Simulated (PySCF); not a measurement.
Job file and geometry (Å, from GFN2-xTB) of an NMR shielding run on SMILES C1(C(F)(F)F)=CSC=C1, C₅H₃F₃S, GIAO PBE0/pcSseg-1 NMR shielding, non-relativistic, gas phase (PySCF); density fitting, a coarse starting grid and PySCF grid level 2 are the driver's defaults:

```
$ OMP_NUM_THREADS=1 python probes_run.py task.json out

{"job": {"kind": "nmr", "xc": "PBE0", "basis": "pcSseg-1"}, "charge": 0, "multiplicity": 1}
F     -1.753461    -1.609887     0.648720
C     -1.635833    -0.397093     0.083765
F     -2.450280     0.425394     0.761636
F     -2.160797    -0.511330    -1.152832
C     -0.223781     0.081848     0.056798
C      0.867227    -0.756453    -0.287605
C      2.045238    -0.086175    -0.259101
S      1.844398     1.562757     0.180513
C      0.154394     1.363036     0.331191
H      0.758918    -1.796620    -0.534111
H      3.025703    -0.462392    -0.470328
H     -0.470527     2.186230     0.615327
```

Question: Write the output of this run.

Answer: 
```
coarse grid: 12176 points
cycle   1  E = -889.1414042950  dE =  1.779e+00  |g| = 8.872e-01  |ddm| = 3.557e+00
cycle   2  E = -889.0132818774  dE =  1.281e-01  |g| = 1.301e+00  |ddm| = 1.187e+00
cycle   3  E = -889.2770902048  dE = -2.638e-01  |g| = 5.532e-02  |ddm| = 7.182e-01
cycle   4  E = -889.2771520298  dE = -6.183e-05  |g| = 5.074e-02  |ddm| = 9.005e-02
cycle   5  E = -889.2777647953  dE = -6.128e-04  |g| = 1.197e-02  |ddm| = 5.709e-02
cycle   6  E = -889.2778004385  dE = -3.564e-05  |g| = 3.292e-03  |ddm| = 1.533e-02
cycle   7  E = -889.2778028872  dE = -2.449e-06  |g| = 7.688e-04  |ddm| = 3.029e-03
final grid: 118720 points
cycle   8  E = -889.3516119444  dE = -3.387e-05  |g| = 9.521e-03  |ddm| = 3.473e-02
cycle   9  E = -889.3515809820  dE =  3.096e-05  |g| = 1.471e-02  |ddm| = 2.377e-02
cycle  10  E = -889.3516331475  dE = -5.217e-05  |g| = 1.367e-03  |ddm| = 1.615e-02
cycle  11  E = -889.3516335908  dE = -4.433e-07  |g| = 4.388e-04  |ddm| = 1.649e-03
cycle  12  E = -889.3516336369  dE = -4.611e-08  |g| = 7.083e-05  |ddm| = 4.119e-04
cycle  13  E = -889.3516336378  dE = -8.913e-10  |g| = 2.483e-05  |ddm| = 7.701e-05
converged SCF energy = -889.3516336378

GIAO shielding tensors (ppm)
atom      isotropic    diamagn.    paramagn.     s11        s22        s33       span
  0 F      245.820     473.506    -227.686    169.905    227.957    339.598    169.692
  1 C       55.332     236.790    -181.458     49.955     52.466     63.576     13.621
  2 F      258.518     472.572    -214.054    182.885    241.780    350.888    168.002
  3 F      230.461     473.060    -242.599    144.672    221.819    324.892    180.219
  4 C       48.536     262.912    -214.376    -19.942     38.066    127.483    147.425
  5 C       56.286     247.800    -191.514    -27.981     41.755    155.084    183.065
  6 C       51.223     260.278    -209.056    -35.924     45.056    144.536    180.460
  7 S      273.323    1055.724    -782.400    137.127    278.975    403.867    266.740
  8 C       51.130     253.258    -202.128    -36.438     39.528    150.302    186.740
  9 H       24.192      30.821      -6.629     20.381     24.898     27.296      6.915
 10 H       24.400      30.287      -5.887     21.253     24.734     27.212      5.958
 11 H       24.023      30.924      -6.900     20.368     24.583     27.119      6.752
```

Question: Turn these shieldings into chemical shifts. References, each an isolated molecule treated in the same way: ¹⁹F (170.95 ppm) vs CFCl3; ¹³C (186.93 ppm), ¹H (31.72 ppm) vs TMS; CS2 for ³³S (503.73 ppm).

Answer: Averaging equivalent atoms: F 0/2/3: -74.0; C 4: 138.4; C 8: 135.8; C 6: 135.7; C 1: 131.6; C 5: 130.6; S 7: 230; H 11: 7.69; H 9: 7.53; H 10: 7.32 ppm. Unscaled 19F shifts against computed CFCl3 carry errors that often reach 10 to 50 ppm.

Size and cost of the density-fitted run: 175 basis functions, 21 s wall time on 1 thread of an Arm Neoverse V2, shared host; peak memory 0.78 GiB.
